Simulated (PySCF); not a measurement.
A GIAO shielding run with PySCF (density fitting, non-relativistic, gas phase) on `InChI=1S/C5H6SSi/c1-4-7(5-2)6-3/h1-2,7H,3H3`:

```
$ OMP_NUM_THREADS=1 python probes_run.py task.json out

{"job": {"kind": "nmr", "xc": "PBE0", "basis": "pcSseg-1"}, "charge": 0, "multiplicity": 1}
C      2.697346     0.183144    -0.908696
C      1.852732     0.208237    -0.053096
Si     0.509718     0.154786     1.219807
C     -0.658172     1.535251     0.823671
C     -1.460491     2.386796     0.545749
S     -0.555135    -1.717218     1.003224
C     -1.089304    -1.572131    -0.728814
H      3.446850     0.176362    -1.647473
H      0.993895     0.165681     2.590562
H     -2.153296     3.143539     0.311543
H     -1.720922    -0.695643    -0.841082
H     -0.217001    -1.496997    -1.371616
H     -1.650607    -2.471322    -0.961507
```

Hardware: 1 thread of an Arm Neoverse V2, shared host. The job also computes population analyses, field gradients.

Question: How large is the calculation?

Answer: 66 electrons, 163 basis functions and 889 auxiliary functions.

Question: How long does it take, and how much memory does it need?

Answer: 19 s of wall time, with 14 SCF cycles and 5 response iterations; peak memory 0.74 GiB. Times on a shared host scatter by some tens of per cent.
